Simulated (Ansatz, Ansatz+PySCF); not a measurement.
```
atom   x (Å)   y (Å)   z (Å)
   O  0.0000  0.0000  0.0000
   O  0.0000  0.0000  1.3600
```

Basis set: def2-SVP (spherical functions). Correlated methods keep 2 orbitals frozen. Correlation on ROHF uses semicanonical orbitals with singles. Charge 0, multiplicity 3.

Computed with Ansatz (development build ahead of 0.2.0); each method stands on the lowest determinant of its kind that the runs found.

The atomization energy at this shape (free ground-state atoms in the same class of orbitals less the molecule, no zero-point energy) of triplet O2:

```json
{"method": "UHF-MP2", "atomization energy": "3.39 eV"}
{"method": "ROHF-MP2", "atomization energy": "3.29 eV"}
{"method": "ROHF", "atomization energy": "0.17 eV"}
```

Task: What does UHF give?

Result: 0.24 eV. Caution for UHF-MP2, ROHF-MP2: bonds are stretched, where a single reference can fail.
